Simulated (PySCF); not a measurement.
Atom-mapped SMILES (the numbers label the heavy atoms): `[CH3:1][O:2][C@:3]12[CH2:4][CH2:5][CH2:6][C@H:7]1[CH2:8][CH2:9][CH2:10]2`; H(Xn) means a hydrogen on atom n. Ha(C8), Ha(C9), Ha(C10) are cis to C6 on the ring; Ha(C4), Ha(C5), Ha(C6) are cis to C8 on the ring; Hb(C8), Hb(C9), Hb(C10) are trans to C6 on the ring; Hb(C4), Hb(C5), Hb(C6) are trans to C8 on the ring.

Geometry: PBE0-D3(BJ)/def2-SVP; GIAO shifts from PySCF 2.14, gas phase, non-relativistic, averaged over equivalent atoms.

At wB97X-D/pcSseg-1 (250 basis functions, 3.1 min wall time on 1 thread of an AMD EPYC, shared host):
```csv
atoms,δ (ppm)
C3,95.1
C7,53.6
C1,51.6
C4/C10,35.4
C6/C8,34.5
C5/C9,27.4
O2,46.4
H(C1),3.10
H(C7),2.03
Hb(C4)/Hb(C10),1.79
Hb(C6)/Hb(C8),1.76
Hb(C5)/Hb(C9),1.50
Ha(C5)/Ha(C9),1.35
Ha(C4)/Ha(C10),1.03
Ha(C6)/Ha(C8),0.96
```

References, each an isolated molecule treated in the same way: TMS for ¹³C (184.54 ppm), ¹H (31.38 ppm); ¹⁷O (333.19 ppm) against H2O.

Q: What do these become at PBE0/pcSseg-1?

A: 
| atoms | δ at PBE0/pcSseg-1 | change |
| --- | --- | --- |
| C3 | 95.5 | +0.4 |
| C7 | 53.9 | +0.3 |
| C1 | 51.2 | -0.4 |
| C4/C10 | 35.2 | -0.2 |
| C6/C8 | 34.9 | +0.4 |
| C5/C9 | 27.7 | +0.3 |
| O2 | 51.9 | +5.5 |
| H(C1) | 3.12 | +0.02 |
| H(C7) | 2.06 | +0.03 |
| Hb(C4)/Hb(C10) | 1.84 | +0.05 |
| Hb(C6)/Hb(C8) | 1.81 | +0.05 |
| Hb(C5)/Hb(C9) | 1.53 | +0.03 |
| Ha(C5)/Ha(C9) | 1.39 | +0.04 |
| Ha(C4)/Ha(C10) | 1.06 | +0.03 |
| Ha(C6)/Ha(C8) | 0.99 | +0.03 |

Shifts are taken against calculated references (same method and geometry level): TMS for ¹³C (184.41 ppm) and ¹H (31.27 ppm); ¹⁷O (334.56 ppm) against H2O.

The largest change is at O2 (ether oxygen). Cost: 250 basis functions, 3 min wall time on 1 thread of an AMD EPYC, shared host. The order of the carbon signals is the same at both levels.

Experimental scales use liquid or dissolved standards, which lie at an offset from isolated H2O (liquid H2O: subtract about 36 ppm).
